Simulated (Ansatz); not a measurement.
`C=C[CH2][Al]([F])[F]`, charge 0, multiplicity 1.

Task: Give a relaxed structure at PBE0-D4/def2-TZVP (Ansatz 0.2.0). (An estimate is asked.)

Result: Computed: 
```xyz
11

C    -0.704   -0.904    0.968
C     0.085    0.182    0.917
C     0.005    1.249   -0.123
Al    0.555   -0.165   -1.327
F     2.125   -0.636   -1.463
F    -0.550   -0.902   -2.299
H    -0.519   -1.695    1.683
H    -1.578   -1.009    0.329
H     0.944    0.217    1.584
H     0.653    2.097    0.069
H    -1.016    1.566   -0.339
```
This is one stationary point; other conformers may exist.
